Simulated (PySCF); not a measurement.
**Electronic absorption of C5H12AsN**

Compound: C5H12AsN.
SMILES with atom numbers: `[NH2:1][CH2:2][C@@H:3]1[CH2:4][CH2:5][CH2:6][AsH:7]1` (hydrogens: H8, H9 on N1; H10, H11 on C2; H12 on C3; H13, H14 on C4; H15, H16 on C5; H17, H18 on C6; H19 on As7)

The calculation used PySCF 2.14.0, density-fitted response routines, TDDFT CAM-B3LYP/def2-SVPD, vertical, gas phase, core orbitals frozen in the response. The structure is a single PBE0-D3(BJ)/def2-SVP conformer in the gas phase; no vibrational or solvent corrections. Relativistic effects, spin–orbit coupling among them, are left out although an element past zinc is present.

List the vertical singlet excitations with oscillator strengths and describe the spectrum.

```tsv
state	E (eV)	λ (nm)	ν̃ (cm⁻¹)	f	|μ| (D)	main configurations (H = HOMO, L = LUMO)
S1	6.05	205.1	48760	0.062	1.64	H→L+1 (73%), H→L (12%)
S2	6.25	198.4	50400	0.056	1.53	H→L (49%), H-1→L (18%), H→L+1 (11%)
S3	6.49	191.1	52320	0.012	0.70	H→L+2 (45%), H-1→L (32%)
S4	6.94	178.8	55940	0.134	2.26	H→L+5 (38%), H→L+4 (29%)
S5	7.11	174.3	57360	0.032	1.09	H-1→L+1 (37%), H→L+2 (21%), H→L (14%)
S6	7.22	171.8	58210	0.011	0.63	H-1→L+1 (33%), H→L+3 (11%), H-1→L (11%)
S7	7.45	166.4	60090	0.0037	0.36	H→L+3 (25%), H-1→L+2 (13%), H-2→L (11%)
S8	7.46	166.1	60200	0.016	0.76	H→L+4 (32%), H→L+5 (14%), H→L+3 (10%)
S9	7.67	161.8	61820	0.035	1.09	H-1→L+3 (20%), H→L+5 (14%), H-1→L+2 (13%)
S10	7.72	160.6	62260	0.025	0.93	H-2→L (18%), H-2→L+1 (11%), H→L+6 (10%)
```

Triplets (Tamm–Dancoff): T1 5.07 eV, H→L+1 (65%), H→L+3 (11%); T2 5.57 eV, H→L+4 (26%), H→L (22%), H→L+2 (20%); T3 6.05 eV, H-1→L (45%), H→L (17%), H-1→L+2 (11%); T4 6.45 eV, H→L+5 (26%), H→L (14%), H→L+4 (12%).

The lowest singlet comes at 205 nm (583 kJ/mol) in the ultraviolet; it is of moderate strength; its leading configuration is HOMO→LUMO+1 (73%). The strongest level in the table is S4 at 6.94 eV (179 nm, f = 0.134). Löwdin shares by element: HOMO arsenic 56%, carbon 16% or more, nitrogen 7% (atoms not listed hold the other 21%); LUMO carbon 19% or more, hydrogen 18% or more (atoms not listed hold the other 63%). Orbital energies (eV): HOMO-3 -9.90, HOMO-2 -9.38, HOMO-1 -8.61, HOMO -7.77, LUMO 1.25, LUMO+1 1.39, LUMO+2 1.77. The listed states span 1.67 eV, and the widest gap between neighbours is 0.45 eV (S3 to S4). Of the 10 states listed, 9 reach f = 0.01 and none stays under 0.0005. All these states lie below the vertical ionisation energy of 8.52 eV (ΔSCF). Singlets were solved by full linear response, triplets in the Tamm–Dancoff approximation.

Without π bonds the low states are Rydberg-like; a valence basis with one diffuse set may place them up to an eV too high.
